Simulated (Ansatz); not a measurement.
Consider the redistribution: `CCO[Si](C)(OCC)OCC` + `F[Si](F)(F)[SiH3]` → `CCO[Si](F)(OCC)OCC` + `C[Si](F)(F)[SiH3]`.

Isolated molecules relaxed with PBE0-D4/def2-TZVP in Ansatz; ΔE leaves out vibrations. CCSD(T)/CBS adds triple-zeta CCSD(T) − MP2 to the extrapolated MP2 energy (def2 sets, frozen cores). DFT in def2-TZVPP. B3LYP here is the variant with VWN-RPA as its local correlation; programs differ in this. One conformer a species, not always the lowest.

`CCO[Si](C)(OCC)OCC`:

Cartesian coordinates in Å:
```
C 3.693 -0.720 -0.919
C 2.230 -1.075 -1.008
O 1.458 -0.014 -0.483
Si -0.166 -0.007 -0.337
C -0.990 -0.043 -2.001
O -0.584 1.330 0.499
C -0.255 2.656 0.140
C -0.773 3.602 1.194
O -0.590 -1.304 0.558
C -1.889 -1.579 1.041
C -1.856 -2.835 1.876
H 4.307 -1.529 -1.321
H 3.903 0.190 -1.486
H 3.981 -0.549 0.120
H 2.025 -1.994 -0.446
H 1.951 -1.260 -2.054
H -0.717 0.833 -2.594
H -2.078 -0.054 -1.902
H -0.697 -0.932 -2.566
H 0.832 2.753 0.041
H -0.697 2.902 -0.836
H -0.327 3.373 2.164
H -0.529 4.635 0.934
H -1.858 3.516 1.288
H -2.583 -1.705 0.199
H -2.248 -0.732 1.638
H -1.509 -3.682 1.281
H -2.854 -3.065 2.258
H -1.179 -2.711 2.723
```

`F[Si](F)(F)[SiH3]`:

Cartesian coordinates in Å:
```
F 0.892 0.815 -1.903
Si -0.030 0.932 -0.624
F -1.492 1.251 -1.136
F 0.462 2.199 0.185
Si 0.032 -1.002 0.671
H -0.441 -2.142 -0.153
H 1.430 -1.235 1.113
H -0.853 -0.817 1.847
```

`CCO[Si](F)(OCC)OCC`:

```xyz
26

C     1.001    3.739    0.240
C     1.282    2.301    0.593
O     0.421    1.461   -0.160
Si    0.407   -0.152   -0.122
F     1.848   -0.690   -0.553
O    -0.692   -0.724   -1.157
C    -0.703   -0.498   -2.559
C    -1.868   -1.237   -3.167
O     0.086   -0.670    1.373
C     0.028   -2.028    1.784
C    -0.255   -2.085    3.263
H     1.652    4.403    0.814
H    -0.037    3.993    0.464
H     1.177    3.916   -0.823
H     1.114    2.127    1.662
H     2.326    2.049    0.374
H    -0.785    0.577   -2.752
H     0.241   -0.845   -2.994
H    -1.897   -1.073   -4.247
H    -2.809   -0.888   -2.738
H    -1.782   -2.309   -2.983
H     0.981   -2.521    1.556
H    -0.758   -2.544    1.221
H     0.533   -1.579    3.824
H    -0.307   -3.123    3.598
H    -1.206   -1.599    3.489
```

`C[Si](F)(F)[SiH3]`:

Cartesian coordinates in Å:
```
C 0.002 -1.754 -0.187
Si 0.036 -0.168 0.759
F -1.195 -0.156 1.778
F 1.354 -0.141 1.661
Si -0.034 1.804 -0.507
H 0.040 -2.604 0.500
H -0.912 -1.832 -0.781
H 0.858 -1.820 -0.863
H -1.282 1.832 -1.317
H 0.000 2.993 0.384
H 1.133 1.846 -1.428
```

**Question.** Is it downhill or uphill in electronic energy at CCSD(T)/CBS, and by how much? (An estimate is asked.)

**Answer.** Ansatz gave: Downhill: ΔE = -10.3 kJ/mol.

**Question.** What do these levels give: B3LYP-D4, ωB97X-V, ωB97M-V, r2SCAN, HF/def2-TZVPP, MP2/def2-TZVPP, SCS-MP2/def2-TZVPP, CCSD/def2-TZVPP, CCSD(T)/def2-TZVPP, SCS-MP2/def2-QZVPP, HF/CBS(def2), MP2/CBS(def2)? (Estimate.)

**Answer.** Ansatz gave: B3LYP-D4 -12.5, ωB97X-V -12.3, ωB97M-V -11.4, r2SCAN -14.0, HF/def2-TZVPP -20.4, MP2/def2-TZVPP -8.0, SCS-MP2/def2-TZVPP -10.2, CCSD/def2-TZVPP -11.9, CCSD(T)/def2-TZVPP -10.1, SCS-MP2/def2-QZVPP -10.1, HF/CBS(def2) -19.7, MP2/CBS(def2) -8.2 kJ/mol.

Largest T1 diagnostic among the species: 0.013.

The D4 term adds +3.5 kJ/mol with B3LYP and +2.4 kJ/mol with PBE0; it sums over pairs of atoms, weighted by their polarisabilities, and B3LYP, whose exchange is more repulsive, gets the larger term. In def2-TZVPP, CCSD(T) changes the Hartree–Fock value by +10.3 kJ/mol (the triples alone add +1.8 kJ/mol) and MP2 by +12.4 kJ/mol.
